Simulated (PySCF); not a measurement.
PySCF job for C3H9N, SMILES CCNC, B3LYP-D3(BJ)/def2-SVP. The structure is a stationary point at B3LYP-D3(BJ)/def2-SVP. One conformer was computed; it need not be the lowest.

```python
import numpy as np
from pyscf import gto, scf, dft, df
from pyscf.hessian import thermo

mol = gto.M(
    atom='''
    C    -1.88510458   -0.08655506    0.25890527
    C    -0.48352843   -0.52011090   -0.15073326
    N     0.48960691    0.52781874    0.09941480
    C     1.84751290    0.17212111   -0.25695337
    H    -2.17146405    0.83771609   -0.26623578
    H    -2.62647747   -0.86767365    0.02975188
    H    -1.93731593    0.11229339    1.34326086
    H    -0.22557236   -1.47921363    0.35891648
    H    -0.46793332   -0.74660594   -1.23259689
    H     0.44762264    0.80481654    1.07992656
    H     2.53529728    0.99196925    0.00342540
    H     1.92030118    0.01704377   -1.34718054
    H     2.22501421   -0.75780786    0.22751660
    ''',
    basis='def2-SVP',
    charge=0,
    spin=0,
    max_memory=1600,
    verbose=3,
)
mf = dft.RKS(mol, xc='b3lyp').density_fit(auxbasis='def2-universal-jkfit')
mf.disp = 'd3bj'
mf.grids.level = 3
mf.conv_tol = 1e-11
mf.max_cycle = 100
mf.kernel()

# [left out here: the lines that compute and print the analytic Hessian (its translational invariance restored by hand, since the grid's response is missing), thermochemistry and intensities]
```

Log of the run:

```
[...]
       8   H                 0.35  0.03 -0.01   -0.25 -0.05 -0.00   -0.08  0.06 -0.01
       9   H                 0.18  0.04 -0.02   -0.15 -0.02  0.02   -0.02 -0.03  0.00
      10   H                 0.10 -0.04 -0.06   -0.12  0.05  0.08    0.33 -0.17 -0.51
      11   H                 0.02 -0.04  0.03   -0.06  0.06 -0.03    0.57  0.26  0.03
      12   H                 0.05 -0.03 -0.09   -0.06  0.03  0.11    0.18  0.04 -0.07
Mode                                18                  19                  20
Irrep
Freq [cm^-1]                     1457.9692           1463.1527           1473.8929
Reduced mass [au]                   1.0758              1.0773              1.0393
Force const [Dyne/A]                1.3473              1.3589              1.3302
Char temp [K]                    2097.6931           2105.1510           2120.6037
Normal mode                   x     y     z       x     y     z       x     y     z
       0   C                -0.01 -0.01  0.04   -0.01 -0.01  0.02   -0.00 -0.04 -0.02
       1   C                 0.03 -0.01 -0.00    0.02 -0.01  0.01   -0.03  0.00  0.00
       2   N                -0.03 -0.01  0.01   -0.00  0.01 -0.02   -0.01  0.00  0.00
       3   C                 0.03 -0.00  0.03   -0.06  0.03 -0.02    0.00 -0.00 -0.00
       4   H                -0.32 -0.17 -0.09   -0.14 -0.07 -0.02    0.01  0.29  0.53
       5   H                -0.05  0.20 -0.54   -0.02  0.09 -0.28    0.21 -0.19 -0.13
       6   H                 0.40  0.20  0.00    0.21  0.13 -0.00   -0.07  0.57 -0.12
       7   H                 0.01 -0.01  0.02   -0.05  0.02  0.07    0.09 -0.10 -0.22
       8   H                -0.15 -0.04  0.00   -0.04  0.13 -0.01    0.09 -0.25  0.05
       9   H                 0.26  0.09 -0.00   -0.05 -0.05 -0.00    0.09  0.04 -0.00
      10   H                -0.11  0.17 -0.19    0.25 -0.35  0.39    0.02 -0.02  0.03
      11   H                 0.04  0.04  0.02   -0.10 -0.24  0.02   -0.05  0.03 -0.01
      12   H                -0.21 -0.14 -0.08    0.52  0.22 -0.03    0.02  0.02  0.04
Mode                                21                  22                  23
Irrep
Freq [cm^-1]                     1478.5616           1504.4379           1506.2764
Reduced mass [au]                   1.1323              1.1144              1.1310
Force const [Dyne/A]                1.4584              1.4861              1.5118
Char temp [K]                    2127.3209           2164.5511           2167.1964
Normal mode                   x     y     z       x     y     z       x     y     z
       0   C                 0.01 -0.00  0.01    0.00  0.00 -0.00    0.00 -0.01 -0.00
       1   C                -0.04  0.02  0.05    0.02 -0.02 -0.04   -0.03 -0.07 -0.01
       2   N                 0.05  0.00 -0.01   -0.05 -0.03 -0.00    0.05  0.01  0.00
       3   C                -0.00 -0.04 -0.04    0.03 -0.02  0.00    0.01 -0.00 -0.02
       4   H                -0.13 -0.10 -0.10    0.03  0.04  0.05   -0.04  0.08  0.18
       5   H                -0.05  0.11 -0.16    0.02 -0.04  0.07    0.09 -0.06 -0.11
       6   H                 0.14 -0.01  0.02   -0.08  0.01 -0.01    0.02  0.22 -0.04
       7   H                 0.08 -0.10 -0.21    0.04  0.17  0.29    0.08  0.21  0.42
       8   H                 0.19 -0.09  0.07   -0.12  0.22 -0.09    0.06  0.55 -0.12
       9   H                -0.40 -0.14  0.01    0.45  0.14 -0.03   -0.38 -0.09  0.01
      10   H                 0.09 -0.09 -0.07    0.17 -0.13  0.00   -0.13  0.11 -0.02
      11   H                -0.08  0.44 -0.10   -0.31  0.38 -0.06    0.06 -0.04 -0.01
      12   H                -0.10  0.20  0.46   -0.01  0.17  0.38   -0.16 -0.06 -0.01
Mode                                24                  25                  26
Irrep
Freq [cm^-1]                     2892.4589           2915.8674           3024.2939
Reduced mass [au]                   1.0747              1.0611              1.0467
Force const [Dyne/A]                5.2976              5.3157              5.6404
Char temp [K]                    4161.6044           4195.2840           4351.2856
Normal mode                   x     y     z       x     y     z       x     y     z
       0   C                 0.00  0.00 -0.00    0.00  0.00 -0.00    0.04 -0.01 -0.03
       1   C                 0.02 -0.06  0.03    0.00 -0.01  0.01   -0.00  0.00  0.03
       2   N                -0.00 -0.00 -0.00    0.00 -0.00 -0.00    0.00  0.00 -0.00
       3   C                -0.00  0.01 -0.00    0.03 -0.05  0.02   -0.00  0.00 -0.00
       4   H                 0.00 -0.02  0.01   -0.00 -0.00  0.00   -0.10  0.35 -0.21
       5   H                -0.01 -0.02 -0.01   -0.00 -0.01 -0.00   -0.28 -0.30 -0.10
       6   H                 0.00  0.01  0.02   -0.00  0.00  0.01   -0.02  0.12  0.66
       7   H                -0.23  0.80 -0.45   -0.02  0.13 -0.06   -0.00  0.01 -0.00
       8   H                 0.01  0.00  0.10    0.00 -0.00 -0.01    0.01 -0.07 -0.36
       9   H                -0.00  0.00  0.00    0.00  0.01 -0.00    0.00  0.00  0.01
      10   H                 0.02  0.03  0.00   -0.09 -0.13 -0.03   -0.00 -0.01 -0.00
      11   H                 0.00 -0.00 -0.04   -0.01  0.00  0.16    0.00  0.00  0.01
      12   H                 0.03 -0.11  0.06   -0.30  0.78 -0.42    0.01 -0.02  0.01
Mode                                27                  28                  29
Irrep
Freq [cm^-1]                     3028.8091           3046.9410           3102.1274
Reduced mass [au]                   1.0786              1.0757              1.1010
Force const [Dyne/A]                5.8297              5.8840              6.2423
Char temp [K]                    4357.7820           4383.8697           4463.2707
Normal mode                   x     y     z       x     y     z       x     y     z
       0   C                -0.02  0.01  0.00   -0.00  0.00  0.00    0.04  0.01  0.08
       1   C                 0.00  0.01  0.07   -0.00 -0.00 -0.00    0.00  0.00  0.01
       2   N                 0.00  0.00 -0.00    0.00  0.00  0.00   -0.00 -0.00 -0.00
       3   C                -0.00  0.00 -0.00    0.02  0.03 -0.06   -0.00 -0.00 -0.00
       4   H                 0.06 -0.21  0.12    0.00 -0.01  0.00   -0.11  0.37 -0.20
       5   H                 0.16  0.18  0.05    0.00  0.00  0.00   -0.35 -0.37 -0.10
       6   H                 0.01 -0.03 -0.19   -0.00 -0.00 -0.01    0.03 -0.12 -0.64
       7   H                -0.02  0.07 -0.02   -0.01  0.01 -0.01   -0.01  0.02 -0.01
       8   H                 0.01 -0.17 -0.85    0.00  0.00  0.01    0.00 -0.02 -0.12
       9   H                -0.00 -0.00  0.02   -0.00  0.00 -0.01   -0.00 -0.00  0.00
      10   H                 0.00  0.00 -0.00   -0.29 -0.34 -0.12    0.01  0.01  0.00
      11   H                 0.00  0.00  0.00   -0.04  0.12  0.81    0.00  0.00  0.00
      12   H                 0.01 -0.02  0.01    0.06 -0.16  0.08    0.00 -0.00  0.00
Mode                                30                  31                  32
Irrep
Freq [cm^-1]                     3103.2518           3124.5831           3510.2896
Reduced mass [au]                   1.1028              1.1047              1.0745
Force const [Dyne/A]                6.2571              6.3545              7.8009
Char temp [K]                    4464.8884           4495.5794           5050.5252
Normal mode                   x     y     z       x     y     z       x     y     z
       0   C                 0.00 -0.00  0.00    0.02  0.08 -0.02   -0.00 -0.00  0.00
       1   C                -0.00  0.00  0.00   -0.00  0.00 -0.00    0.00  0.00 -0.00
       2   N                -0.00  0.00 -0.00   -0.00 -0.00 -0.00    0.00 -0.02 -0.07
       3   C                 0.04  0.06  0.05   -0.00  0.00  0.00   -0.00  0.00 -0.00
       4   H                -0.00  0.01 -0.00    0.18 -0.58  0.34   -0.00 -0.00 -0.00
       5   H                -0.00 -0.00 -0.00   -0.43 -0.45 -0.14   -0.00  0.00  0.00
       6   H                 0.00 -0.00 -0.01    0.00  0.02  0.04   -0.00  0.00 -0.00
       7   H                -0.00 -0.00  0.00    0.01 -0.03  0.02    0.00 -0.00  0.00
       8   H                -0.00 -0.00 -0.01   -0.00  0.00  0.01   -0.00  0.00  0.02
       9   H                 0.00  0.00  0.02   -0.00  0.00 -0.00   -0.04  0.28  0.92
      10   H                -0.51 -0.62 -0.19   -0.00 -0.00 -0.00    0.01  0.00  0.00
      11   H                 0.03 -0.06 -0.46    0.00 -0.00 -0.01    0.00  0.00  0.02
      12   H                 0.02 -0.03  0.04    0.00 -0.00  0.00   -0.00 -0.00  0.00
temperature 298.1500 [K]
pressure 101325.00 [Pa]
Rotational constants [GHz] 26.20734 3.89697 3.65284
Symmetry number 1
Zero-point energy (ZPE) 0.12026 [Eh]   315737.748 [J/mol]
                           tot       elec      trans        rot        vib
Entropy [J/mol/K]       302.296      0.000    159.623    101.544     41.129
Cv [J/mol/K]             78.672      0.000     12.472     12.472     53.729
Cp [J/mol/K]             86.987      0.000     20.786     12.472     53.729
Internal energy [J/mol]                      3718.434   3718.434 323027.929
Internal energy [Eh]   -174.24051  -174.36638
Enthalpy [J/mol]                             6197.391   3718.434 323027.929
Enthalpy [Eh]          -174.23957
Gibbs free energy [J/mol]                  -41394.283 -26556.949 310765.461
Gibbs free energy [Eh] -174.27390
static polarisability / bohr^3: [[49.971  1.231 -1.226]
 [ 1.234 40.103  0.937]
 [-1.23   0.945 39.227]]
largest difference of analytic and finite-field dipole derivatives / e: 0.0003181693097609184
mode   freq/cm-1   IR/(km/mol)   Raman/(A^4/amu)   depolarisation
   1      125.17         1.596             0.203            0.673
   2      230.84         0.496             0.181            0.599
   3      272.28         1.178             0.123            0.423
   4      285.84         2.271             0.229            0.557
   5      455.21         1.140             2.182            0.265
   6      757.88       100.590             3.541            0.744
   7      818.47         0.463             0.424            0.740
   8      894.09         1.715             6.524            0.433
   9     1037.56        10.261             1.323            0.711
  10     1056.42         4.832             2.299            0.455
  11     1108.29         3.392             5.264            0.703
  12     1163.91        17.918             4.413            0.420
  13     1197.10        33.638             2.380            0.684
  14     1236.47         5.563             1.073            0.646
  15     1295.68         5.562             8.844            0.743
  16     1370.65         8.792             1.583            0.674
  17     1405.47        17.804             5.572            0.720
  18     1442.98         0.969            10.286            0.726
  19     1457.97        12.711             7.652            0.718
  20     1463.15         6.521            28.222            0.741
  21     1473.89         4.594            22.818            0.750
  22     1478.56         1.543             6.057            0.696
  23     1504.44        12.228            17.692            0.743
  24     1506.28        12.838             4.271            0.632
  25     2892.46        86.915            93.684            0.292
  26     2915.87       134.196           175.082            0.175
  27     3024.29        12.728           176.916            0.047
  28     3028.81        40.093            50.164            0.726
  29     3046.94        41.120           107.267            0.242
  30     3102.13        34.215            65.477            0.583
  31     3103.25        29.106            92.013            0.661
  32     3124.58        23.088            75.786            0.745
  33     3510.29         0.128            83.590            0.231
max |gradient| / (hartree/bohr): 2.4016262240662638e-05
APT charges: [ 0.0564  0.4318 -0.5562  0.3966 -0.0104 -0.0216 -0.0306 -0.1337 -0.0581
  0.1049 -0.0323 -0.0337 -0.1132]
```

Self-consistency was reached.
